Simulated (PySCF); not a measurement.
C₇H₄ClO (charge +1).
Atom-mapped SMILES: `[O+:1]#[C:2][c:3]1[cH:4][cH:5][cH:6][c:7]([Cl:8])[cH:9]1` (hydrogens: H10 on C4; H11 on C5; H12 on C6; H13 on C9)

The geometry is computed with GFN2-xTB (gas phase).

Problem. Give the optimised bond lengths and angles.

Solution. 
```
  bond  length (Å)
 O1≡C2       1.124
 C2–C3       1.359
 C3–C4       1.422
 C4–C5       1.378
 C5–C6       1.390
 C6–C7       1.403
C7–Cl8       1.709
 C7–C9       1.385
 C3–C9       1.419
C4–H10       1.079
C5–H11       1.080
C6–H12       1.080
C9–H13       1.079
```

A selection of angles:
```
    angle  degrees
 O1–C2–C3    179.3
 C2–C3–C4    119.3
 C2–C3–C9    119.9
 C4–C3–C9    120.8
 C3–C4–C5    118.5
C3–C4–H10    120.2
C5–C4–H10    121.3
 C4–C5–C6    120.9
C4–C5–H11    119.4
C6–C5–H11    119.6
 C5–C6–C7    120.9
C5–C6–H12    120.1
C7–C6–H12    119.0
C6–C7–Cl8    120.4
 C6–C7–C9    119.8
Cl8–C7–C9    119.8
C7–C9–H13    120.6
 C3–C9–C7    119.0
C3–C9–H13    120.4
```

The 9 heavy atoms lie in one plane (0.001 Å rms). C5 (aromatic CH carbon) is planar (angles 120.9°, 119.6° and 119.4°, sum 360.0°, 0.00 Å off the plane of its three neighbours). The 6-membered ring C3–C4–C5–C6–C7–C9 has internal angles of 118.5° to 120.9°; it is planar, 0.00 Å rms from its mean plane, widest ring torsion 0°. The 7 C–C bonds span 1.359 Å (C2–C3, drawn single) to 1.422 Å (C3–C4, aromatic), a spread of 0.063 Å. C6 (aromatic CH carbon) is planar (angles 120.9°, 120.1° and 119.0°, sum 360.0°, 0.00 Å off the plane of its three neighbours). C3 (substituted aromatic carbon) is planar (angles 120.8°, 119.9° and 119.3°, sum 360.0°, 0.00 Å off the plane of its three neighbours). C4 (aromatic CH carbon) is planar (angles 121.3°, 120.2° and 118.5°, sum 360.0°, 0.00 Å off the plane of its three neighbours).

Point group: Cs (every atom within 0.08 Å of its image). No frequency check.
